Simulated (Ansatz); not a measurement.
CH8ClNSi2 can be A, `NC([SiH3])[SiH2]Cl`, or B, `CN[SiH]([SiH3])Cl`.

Computed with Ansatz on PBE0-D4/def2-TZVP structures; ΔE is electronic, products minus reactants. CBS: MP2 limit from def2 TZ/QZ plus the TZ coupled-cluster correction, frozen cores. DFT in def2-TZVPP. B3LYP here is the variant with VWN-RPA as its local correlation; programs differ in this. Each species was taken in one conformer, which may not be the lowest.

Which isomer does CCSD(T)/CBS put lower? Give the gap. (An estimate is asked.)

The calculation gave: B, by 18.3 kcal/mol.

Give E(B) − E(A) in kcal/mol with PBE-D4, r2SCAN-D4, HF/def2-TZVPP, MP2/def2-TZVPP, B3LYP-D4, B3LYP, ωB97M-V. (Estimate.)

The calculation gave: PBE-D4 -19.3, r2SCAN-D4 -19.1, HF/def2-TZVPP -20.6, MP2/def2-TZVPP -17.1, B3LYP-D4 -19.4, B3LYP -20.1, ωB97M-V -17.0. None reverses the order clearly.

Largest T1 diagnostic: 0.011.

The D4 term adds +0.8 kcal/mol with B3LYP and +0.4 kcal/mol with PBE0; it sums over pairs of atoms, weighted by their polarisabilities, and B3LYP, whose exchange is more repulsive, gets the larger term. In def2-TZVPP, CCSD(T) changes the Hartree–Fock value by +2.6 kcal/mol (the triples alone add +0.4 kcal/mol) and MP2 by +3.5 kcal/mol.
